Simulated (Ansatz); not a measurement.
Pb₂O₂ (the lowest singlet isomer of a short search). Charge 0, multiplicity 1. Geometry PBE0-D4/def2-SVP, basis def2-TZVP, Ansatz.

```
atom   x (Å)   y (Å)   z (Å)
 Pb1  -1.321  -0.858   0.319
 Pb2   1.321   0.858  -0.319
  O3   0.272   0.085   1.358
  O4  -0.272  -0.085  -1.359
```

```
run  HOMO (eV)  LUMO (eV)
  A      -8.89      -0.16
  B      -8.90       0.51
  C      -5.57      -2.62
  D      -6.57      -2.09
  E      -5.32      -2.79
```

In the def2 sets Pb takes a core potential; there is no spin–orbit coupling. LC-ωPBE has ω = 0.4 bohr⁻¹. The structure comes from a short search, and lower isomers may exist.

The runs used HF, LC-ωPBE, PBE, PBE0, r2SCAN. Estimate which is which.

A LC-ωPBE (range-separated); B HF (100 % exact exchange); C r2SCAN (0 % exact exchange); D PBE0 (25 % exact exchange); E PBE (0 % exact exchange). Exact exchange lowers occupied and raises empty levels; among semilocal functionals meta-GGAs tend to open the gap a little, and such runs are hard to tell apart. The gap grows from 2.52 eV (PBE) to 9.41 eV (HF).
